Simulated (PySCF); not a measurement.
W(NH)(S)(SH)2 (H₃NS₃W), SMILES [NH]=[W](=[S])([SH])[SH], multiplicity 1. Atoms are numbered in the order given.

```xyz
8

W      0.0000    -0.1384    -0.0872
N     -0.5026    -1.4982    -1.0676
H     -0.3326    -2.3618    -1.5817
S      2.0967    -0.1560     0.3698
S     -0.5756     1.7102    -1.4276
H      0.0673     2.6271    -0.6604
S     -1.1417    -0.2279     1.9757
H     -2.2874    -0.7568     1.4797
```
Charge 0, spin multiplicity 1.

Geometry: B3LYP-D3(BJ)/def2-SVP. The spin state was assumed, not searched. The structure was generated by enumeration; whether it is a known compound was not checked. The def2 effective core potentials stand for the cores of W; spin–orbit coupling is left out. Other conformers were not sampled.

Calculation: B3LYP-D3(BJ)/def2-SVP run with PySCF.

Frequencies are harmonic and unscaled.

Computed vibrational spectrum:
```json
[
 {"mode": "1", "ν (cm⁻¹)": "114", "IR (km/mol)": "0.3", "moving atoms (share of kinetic energy)": "S 82 %, W 13 %"},
 {"mode": "2", "ν (cm⁻¹)": "124", "IR (km/mol)": "0.2", "moving atoms (share of kinetic energy)": "S 83 %, W 13 %"},
 {"mode": "3", "ν (cm⁻¹)": "134", "IR (km/mol)": "1.0", "moving atoms (share of kinetic energy)": "S 75 %, W 18 %"},
 {"mode": "4", "ν (cm⁻¹)": "188", "IR (km/mol)": "6.1", "moving atoms (share of kinetic energy)": "N 55 %, H 25 %, S 16 %"},
 {"mode": "5", "ν (cm⁻¹)": "221", "IR (km/mol)": "6.2", "moving atoms (share of kinetic energy)": "N 53 %, S 23 %, H 21 %"},
 {"mode": "6", "ν (cm⁻¹)": "286", "IR (km/mol)": "15.5", "moving atoms (share of kinetic energy)": "H 89 %"},
 {"mode": "7", "ν (cm⁻¹)": "329", "IR (km/mol)": "37.7", "moving atoms (share of kinetic energy)": "H 87 %"},
 {"mode": "8", "ν (cm⁻¹)": "379", "IR (km/mol)": "14.5", "moving atoms (share of kinetic energy)": "S 81 %, W 13 %"},
 {"mode": "9", "ν (cm⁻¹)": "380", "IR (km/mol)": "23.2", "moving atoms (share of kinetic energy)": "S 74 %, W 19 %"},
 {"mode": "10", "ν (cm⁻¹)": "531", "IR (km/mol)": "158.5", "moving atoms (share of kinetic energy)": "S 55 %, H 24 %, W 13 %"},
 {"mode": "11", "ν (cm⁻¹)": "565", "IR (km/mol)": "53.1", "moving atoms (share of kinetic energy)": "H 60 %, S 26 %, N 12 %"},
 {"mode": "12", "ν (cm⁻¹)": "629", "IR (km/mol)": "26.2", "moving atoms (share of kinetic energy)": "H 92 %"},
 {"mode": "13", "ν (cm⁻¹)": "647", "IR (km/mol)": "10.0", "moving atoms (share of kinetic energy)": "H 90 %"},
 {"mode": "14", "ν (cm⁻¹)": "670", "IR (km/mol)": "59.8", "moving atoms (share of kinetic energy)": "H 79 %, N 17 %"},
 {"mode": "15", "ν (cm⁻¹)": "995", "IR (km/mol)": "67.3", "moving atoms (share of kinetic energy)": "N 84 %, W 8 %"},
 {"mode": "16", "ν (cm⁻¹)": "2645", "IR (km/mol)": "3.4", "moving atoms (share of kinetic energy)": "H 97 %"},
 {"mode": "17", "ν (cm⁻¹)": "2656", "IR (km/mol)": "2.4", "moving atoms (share of kinetic energy)": "H 97 %"},
 {"mode": "18", "ν (cm⁻¹)": "3589", "IR (km/mol)": "184.0", "moving atoms (share of kinetic energy)": "H 92 %"}
]
```
